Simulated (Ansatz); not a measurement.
`CC[Se]C` + H₂ → `CC[SeH]` + CH₄ at 500 K and 1 bar (hydrogenolysis of the Se–C bond).

Gas-phase electronic energies from Ansatz, PBE0-D4/def2-TZVP geometries. CCSD(T)/CBS adds triple-zeta CCSD(T) − MP2 to the extrapolated MP2 energy (def2 sets, frozen cores). This one scheme is used for every species. For Se outer-core shells are correlated without core-valence functions, which leaves a few kJ/mol of doubt a bond. Scalar relativity is left out up to krypton. Each species was taken in one conformer, which may not be the lowest.

| species | CCSD(T)/CBS energy (Eh) | H − E (kJ/mol) | S (J/(mol·K)) |
| --- | --- | --- | --- |
| `CC[Se]C` | -2519.67925 | 314.2 | 398.6 |
| H₂ | -1.17544 | 41.0 | 145.5 |
| `CC[SeH]` | -2480.41858 | 226.1 | 344.1 |
| CH₄ | -40.46206 | 135.6 | 206.8 |

H − E and S are ideal-gas, rigid-rotor, harmonic terms from PBE0-D4/def2-TZVP, for one conformer and one mirror image of each species. For small species the MP2-based limit differs from directly extrapolated CCSD(T) by up to some mEh (0.8 for H₂); such offsets cancel only in part. 1 Eh = 2625.50 kJ/mol, R = 8.31446 J/(mol·K).

Task: By hand: ΔE, ΔH, ΔS and ΔG.

Result: ΔE = (-2480.41858) + (-40.46206) − (-2519.67925) − (-1.17544) = -0.02595 Eh = -68.1 kJ/mol. Δ(H − E) = 226.1 + 135.6 − 314.2 − 41.0 = 6.5, so ΔH = -61.6 kJ/mol. ΔS = 344.1 + 206.8 − 398.6 − 145.5 = 6.8 J/(mol·K). ΔG = -61.6 − 500 × (6.8)/1000 = -65.0 kJ/mol.

Task: By hand: the equilibrium constant, and the temperature at which ΔG would vanish if ΔH and ΔS stayed fixed.

Result: log₁₀ K = −ΔG/(RT ln 10) = 6.8. ΔH and −TΔS have one sign here, so there is no such temperature.

The number of gas molecules stays the same, so ΔS is small and ΔH decides. A doubt of 5 kJ/mol in ΔE shifts log₁₀ K by 0.5 here. Other conformers and mirror images would add mixing entropy, several J/(mol·K) or more a flexible species. These are equilibria of isolated gas molecules and say nothing of rates. Largest T1 diagnostic: 0.009 (customary marks: 0.02 for closed shells, 0.045 for open ones).

ΔS is within the doubt of such terms, so its sign, and with it that verdict, could turn.
